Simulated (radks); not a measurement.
Problem. Se2-, 36 electrons, occupied as [Kr]. Method: scalar-relativistic Kohn-Sham, PBE, spin-polarised, spherical densities, finite nucleus; Fermi nuclear charge, rms radius 4.14 fm; Watson sphere of charge +1.77 and radius 3.26 bohr; computed with a radial shooting solver on a logarithmic mesh with Libxc functionals. Some entries of the table are withheld. Estimate them.

orbital  occ.  eigenvalue (hartree)  <1/r> (bohr^-1)
1s          2             -459.3806            34.56
2s          2             -58.89875            7.632
2p          6             -51.78497            7.474
3s          2              -7.68430            2.488
3p          6              -5.45992              (1)
3d         10              -1.79097            2.030
4s          2              -0.52083           0.7054
4p          6                   (2)           0.5133

Solution. 
(1) 3p <1/r> (bohr^-1): 2.335
(2) 4p eigenvalue (hartree): -0.16276
